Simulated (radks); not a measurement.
The numbers below are computed, except where a source is named.
Ionisation of the tantalum ion Ta+, [Xe] 4f14 5d3 6s1, to [Xe] 4f14 5d3 as the strength of local exchange is varied. Code: a radial shooting solver on a logarithmic mesh with Libxc functionals. Model: scalar-relativistic Kohn-Sham, Slater X-alpha exchange (alpha = 2/3 is LDA exchange), no correlation, spin-polarised, spherical densities, point nucleus; open shells are filled with parallel spins first (spin-orbit coupling, left out, can overturn this in heavy ions).

\begin{tabular}{lrrrrr}
alpha & E(Ta+) (hartree) & exchange (hartree) & IE (eV) & -e of the level emptied (eV) & <r> of it (bohr) \\ \hline
0.667 & -15587.8164 & -298.4164 & 15.350 & 12.011 (6s) & 3.034 \\
0.688 & -15597.2600 & -308.0141 & 15.528 & 12.187 (6s) & 3.020 \\
0.734 & -15617.9677 & -329.0804 & 15.923 & 12.579 (6s) & 2.990 \\
0.739 & -15620.2203 & -331.3738 & 15.966 & 12.622 (6s) & 2.987 \\
0.927 & -15705.1738 & -418.1068 & 17.625 & 14.286 (6s) & 2.870 \\
1.031 & -15752.3822 & -466.5064 & 18.573 & 15.247 (6s) & 2.809 \\
\end{tabular}

NIST Atomic Spectra Database: 16.2 +/- 0.5 eV (semi-empirical). The Delta-SCF value meets it near alpha = 0.77. Open shells are spherical and high-spin; term and fine-structure splittings are not resolved. Spin-orbit splitting is averaged out at the scalar-relativistic level.
